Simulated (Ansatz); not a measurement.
`C[SiH2]C(=N)Cl` and `C[SiH2]C=N` differ in one atom or group.

Ansatz, PBE0-D4/def2-TZVP geometries, multiplicity 1. Each molecule was computed in one conformer, which needn't be the lowest.

```csv
property,`C[SiH2]C(=N)Cl`
size of the dipole moment (PBE/def2-TZVPP) / D,1.01
HOMO–LUMO gap (B3LYP/def2-TZVPP) / eV,6.65
"ideal-gas entropy at 298 K and 1 bar (rigid rotor, harmonic PBE0-D4/def2-TZVP) / J/(mol·K)",357
HOMO energy (PBE0/def2-TZVPP) / eV,-8.12
size of the dipole moment (B3LYP/def2-TZVPP) / D,0.99
size of the dipole moment (ωB97M-V/def2-TZVPP) / D,0.98
```

**Question.** What does the change do to each property? (Estimate.)

**Answer.** Ansatz gave: 
```tsv
property	`C[SiH2]C=N`	shift
size of the dipole moment (PBE/def2-TZVPP) / D	2.27	1.26
HOMO–LUMO gap (B3LYP/def2-TZVPP) / eV	5.79	-0.86
ideal-gas entropy at 298 K and 1 bar (rigid rotor, harmonic PBE0-D4/def2-TZVP) / J/(mol·K)	324	-33
HOMO energy (PBE0/def2-TZVPP) / eV	-7.13	0.99
size of the dipole moment (B3LYP/def2-TZVPP) / D	2.36	1.37
size of the dipole moment (ωB97M-V/def2-TZVPP) / D	2.37	1.39
```

With PBE0 the HOMO rises by 0.99 eV and the LUMO rises by 0.12 eV, so the gap narrows by about 0.87 eV. PBE moves the HOMO by 1.01 eV and ωB97M-V by 0.89 eV. Dipoles are sizes alone; their direction can turn. Modes under 60 cm⁻¹, often nearly free rotors, make the harmonic entropy too high.

Positive LUMOs are unbound, so they and the gaps depend on the basis.

B3LYP here is the variant with VWN-RPA as its local correlation; programs differ in this.
